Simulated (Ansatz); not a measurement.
Gas-phase reaction in SMILES: N[Si](N)(F)F → N[Si](F)F + [NH2] (NH2) (the N-Si bond at the site shown breaks; other sites are not compared here)
Each molecule is optimised on its own at B3LYP-D3(BJ)/def2-TZVP (Ansatz, an electronic-structure program), one conformer each, not searched for the lowest.

Wanted: bond dissociation energy (electronic energy difference), in kJ/mol. Valence correlation only, unless marked. Open shells are spin-unrestricted. Spin-orbit coupling is left out. No relativistic terms. CBS(X,Y): correlation extrapolated as X^-3; Hartree-Fock from the larger set. The bracket is a focal-point correction in the basis named.

RI-MP2/CBS(aug-cc-pV(T+d)Z,aug-cc-pV(Q+d)Z)+[CCSD(T)-MP2]/aug-cc-pV(T+d)Z (Ansatz) gives 519.7 kJ/mol.

Question: Another calculation gave 483.6 kJ/mol. Which level was it?
A. wB97M-V/def2-TZVPD (Ansatz)
B. BLYP/def2-TZVPD (Ansatz)
C. CAM-B3LYP/def2-TZVPD (Ansatz)
D. r2SCAN0/def2-TZVPD (Ansatz)

Answer: D, r2SCAN0/def2-TZVPD (Ansatz). The others give 496.6 (CAM-B3LYP), 517.6 (wB97M-V), 457.6 (BLYP) kJ/mol.
